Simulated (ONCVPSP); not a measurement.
# Which change was made? (F, ONCV)

fluorine, optimised norm-conserving Vanderbilt (ONCV), made with ONCVPSP 4.0.1 (PBE, scalar-relativistic). Core [He], reference 2s1 2p6. Waves: 2s: rc 0.65 bohr, ncon 4, nbas 9, qcut 8.9 1/bohr, local; 2p: rc 1.85 bohr, ncon 4, nbas 8, qcut 5.9 1/bohr, 1 projector; d scattering state at 0.13 Ha: rc 1.60 bohr, ncon 4, nbas 7, qcut 5.3 1/bohr, 1 projector. Local part: the s channel. Core correction: Teter function fitted to the true core (icmod 2), fcfact 0.5.

Cutoffs, loose and tight: the cutoffs (Ha) at which the residual kinetic energy of the hardest occupied pseudo-wave falls to 1 and 0.1 mHa per electron. They do not see the model core or the augmentation charge, which bear on the density cutoff. Test errors are all-electron minus pseudo excitation energies from the reference, over the configurations 2s2 2p5; 2s2 2p4; 2s2 2p3; 2s2 2p4.5; variants that change the core or the reference have their own tests.

The base gives: outcome: generated; cutoff, loose: 116 Ha; cutoff, tight: 503 Ha; bound ghosts: none; GHOST(+) flags above zero: none; largest test error (meV): +1978.

(1) After one change the result is: outcome: generated; cutoff, loose: 96 Ha; cutoff, tight: 341 Ha; bound ghosts: none; GHOST(+) flags above zero: none; largest test error (meV): +1497. Which change was it?
A. all radii but the core radius scaled by about 0.78 (s 0.50, p 1.44, d 1.24 bohr)
B. all radii but the core radius scaled by about 0.89 (s 0.58, p 1.64, d 1.42 bohr)
C. all radii but the core radius scaled by about 1.14 (s 0.74, p 2.10, d 1.82 bohr)

## Answers

(1) B. The others give: all radii but the core radius scaled by about 0.78 (s 0.50, p 1.44, d 1.24 bohr) → outcome: failed: ERROR pspot: first pseudo wave function has node, program will stop | all radii but the core radius scaled by about 1.14 (s 0.74, p 2.10, d 1.82 bohr) → outcome: generated; cutoff, loose: 87 Ha; cutoff, tight: 395 Ha; bound ghosts: none; GHOST(+) flags above zero: none; largest test error (meV): +2612.
